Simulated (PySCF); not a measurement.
**Telling isomers of C5H7F3OSi apart by NMR**

- PBE0/pcSseg-1 with gauge-including orbitals
- geometry: GFN2-xTB
- run in PySCF
- relativity neglected, one computed conformer, averaged over atoms made equivalent by symmetry, fast rotation or ring inversion, no solvent model

Chemical shifts δ = σref − σ; TMS for ¹H (σ = 31.72 ppm), ¹³C (σ = 186.93 ppm), all at this level. Splittings of carbon signals by F and P are missing where no couplings were computed. Where no couplings were computed, multiplicities follow the n + 1 count of equivalent neighbours, and m marks all less simple cases (inequivalent or close neighbours, rings, F or P nearby). Shifts are as computed. Against solution values, carbons near 30 ppm lie about +3 ppm off and those near 130 ppm about +5 ppm. Of 1211 compounds with measured shifts, 218 miss one by over three times the rms of a fit or turn the order of signals round; such compounds aren't used in these exercises.

(1) Tabulate the signals of `C[SiH2]/C(C=O)=C/C(F)(F)F`, `C=C1[C@@H](O[SiH2]F)[C@H]1C(F)F`, `O=C/C([SiH3])=C\C(F)(F)CF` and their relative energies.

(2) What is the quickest way to tell C=C1[C@@H](O[SiH2]F)[C@H]1C(F)F from O=C/C([SiH3])=C\C(F)(F)CF?

(3) What is the quickest way to tell C[SiH2]/C(C=O)=C/C(F)(F)F from C=C1[C@@H](O[SiH2]F)[C@H]1C(F)F?

(4) What is the quickest way to tell C[SiH2]/C(C=O)=C/C(F)(F)F from O=C/C([SiH3])=C\C(F)(F)CF?

Results:

(1) 
| SMILES | carbon types | δC | δH | E rel. (kcal/mol) |
| --- | --- | --- | --- | --- |
| C[SiH2]/C(C=O)=C/C(F)(F)F | 2×C 2×CH 1×CH3 | 201.8, 161.9, 148.1, 130.7, -2.7 | 10.69 (s, 1H), 7.13 (m, 1H), 4.31 (q, 2H), 0.52 (t, 3H) | 17.9 |
| C=C1[C@@H](O[SiH2]F)[C@H]1C(F)F | 1×C 3×CH 1×CH2 | 139.9, 121.8, 119.7, 53.8, 30.4 | 6.38 (m, 1H), 6.30 (m, 1H), 6.09 (m, 1H), 4.98 (m, 1H), 4.61 (m, 1H), 4.47 (m, 1H), 2.12 (m, 1H) | 0.0 |
| O=C/C([SiH3])=C\C(F)(F)CF | 2×C 2×CH 1×CH2 | 205.0, 154.8, 149.8, 125.1, 95.7 | 10.45 (s, 1H), 6.59 (m, 1H), 5.21 (m, 2H), 4.37 (s, 3H) | 42.6 |

Energies are electronic energies at PBE0/pcSseg-1 on these geometries, without zero-point or thermal terms, each for the one conformer computed, which needn't be the lowest.

(2) Both give the same number of carbon signals, but DEPT or the intensities differ. The first has a three-membered-ring carbon (CH) at 53.8 ppm, the second an aldehyde carbonyl carbon (CH) at 205.0 ppm. Their most deshielded carbons lie at 139.9 and 205.0 ppm. In the proton spectra the most deshielded non-exchanging signals are 6.38 (m, 1H) and 10.45 (s, 1H).

(3) Both give the same number of carbon signals, but DEPT or the intensities differ. The first has an aldehyde carbonyl carbon (CH) at 201.8 ppm, the second a terminal =CH2 carbon at 119.7 ppm. Their most deshielded carbons lie at 201.8 and 139.9 ppm. In the proton spectra the most deshielded non-exchanging signals are 10.69 (s, 1H) and 6.38 (m, 1H).

(4) Both give the same number of carbon signals, but DEPT or the intensities differ. The first has a methyl carbon bonded to Si (CH3) at -2.7 ppm, the second an sp3 CH2 bonded to F at 95.7 ppm. Their most deshielded carbons lie at 201.8 and 205.0 ppm.
